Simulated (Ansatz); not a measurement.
Frontier orbitals of C4H10Si (`CC[Si]CC`).

```csv
atom,x (Å),y (Å),z (Å)
C1,-0.946,-1.576,0.603
C2,0.521,-1.180,0.836
Si3,1.251,-0.847,-0.891
C4,0.511,0.866,-1.276
C5,0.135,1.852,-0.178
H6,-1.042,-2.377,-0.139
H7,-1.411,-1.941,1.522
H8,-1.540,-0.731,0.247
H9,1.052,-2.009,1.312
H10,0.577,-0.320,1.511
H11,1.159,1.338,-2.024
H12,-0.384,0.584,-1.862
H13,1.009,2.141,0.412
H14,-0.296,2.770,-0.587
H15,-0.596,1.430,0.514
```

Charge 0, multiplicity 1. All single points use the PBE0-D4/def2-TZVP geometry. It is one conformer, not always the lowest. Basis def2-TZVPP, the Gaussian-basis code of Ansatz.

| functional | HOMO (eV) | LUMO (eV) | gap (eV) |
| --- | --- | --- | --- |
| PBE | -4.75 | -2.84 | 1.91 |
| BLYP | -4.64 | -2.70 | 1.94 |
| PBE0 | -5.77 | -1.99 | 3.78 |
| B3LYP | -5.61 | -2.18 | 3.43 |
| HSE06 (plane-wave form) | -5.38 | -2.37 | 3.01 |
| ωB97M-V | -7.86 | -0.06 | 7.80 |

Against PBE, PBE0 changes HOMO and LUMO by −1.02 and +0.85 eV, ωB97M-V by −3.11 and +2.78 eV. A gap of 1.91 eV thus becomes 7.80 eV for the same molecule, so an orbital gap means little without its functional.

B3LYP here is the variant with VWN-RPA as its local correlation; programs differ in this.
